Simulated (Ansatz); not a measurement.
Reaction (formal exchange of groups at a Ge–B bond): `[AlH2][BH][GeH3]` + `O[SiH2]S` → `O[SiH](S)[GeH3]` + `[BH2][AlH2]`

Isolated molecules relaxed with PBE0-D4/def2-TZVP in Ansatz; ΔE leaves out vibrations. CCSD(T)/CBS adds triple-zeta CCSD(T) − MP2 to the extrapolated MP2 energy (def2 sets, frozen cores). This one scheme is used for every species. For Ge outer-core shells are correlated without core-valence functions, which leaves a few kJ/mol of doubt a bond. Scalar relativity is left out up to krypton. One conformer a species, not always the lowest.

`[AlH2][BH][GeH3]`:

```xyz
9

Al   -1.788    0.291    1.027
B     0.224    0.615    0.509
Ge    1.232   -0.471   -0.928
H    -2.963    1.002    0.220
H    -2.164   -0.725    2.195
H     0.900    1.474    1.004
H     1.450    0.458   -2.143
H     0.485   -1.718   -1.441
H     2.623   -0.926   -0.443
```

`O[SiH2]S`:

Cartesian coordinates in Å:
```
O 0.031 -0.170 1.493
Si -0.293 -0.444 -0.093
S 0.774 0.848 -1.414
H 0.954 -0.145 1.754
H 0.129 -1.796 -0.537
H -1.754 -0.258 -0.211
H 0.159 1.966 -0.991
```

`O[SiH](S)[GeH3]`:

```xyz
10

O     0.615   -1.928   -0.371
Si    0.841   -0.411    0.235
S     0.696   -0.477    2.354
Ge   -0.758    1.108   -0.669
H     0.394   -2.003   -1.301
H     2.228    0.070    0.004
H    -0.628   -0.707    2.369
H    -2.147    0.822   -0.072
H    -0.866    0.963   -2.201
H    -0.374    2.561   -0.348
```

`[BH2][AlH2]`:

Cartesian coordinates in Å:
```
B -0.487 -0.419 -0.910
Al 0.438 0.377 0.818
H -1.564 -0.058 -1.297
H 0.020 -1.271 -1.586
H 1.393 1.649 0.725
H 0.201 -0.278 2.251
```

```
           species  CCSD(T)/CBS(def2) energy (Eh)
`[AlH2][BH][GeH3]`                    -2346.45558
        `O[SiH2]S`                     -764.50758
 `O[SiH](S)[GeH3]`                    -2841.82234
     `[BH2][AlH2]`                     -269.14094
```

Q: Work out ΔE.

A: ΔE = (-2841.82234) + (-269.14094) − (-2346.45558) − (-764.50758) = -0.00012 Eh = -0.3 kJ/mol.

Largest T1 diagnostic among the species: 0.013.

The D4 term adds −4.4 kJ/mol with B3LYP and −2.5 kJ/mol with PBE0; it sums over pairs of atoms, weighted by their polarisabilities, and B3LYP, whose exchange is more repulsive, gets the larger term.

B3LYP here is the variant with VWN-RPA as its local correlation; programs differ in this.
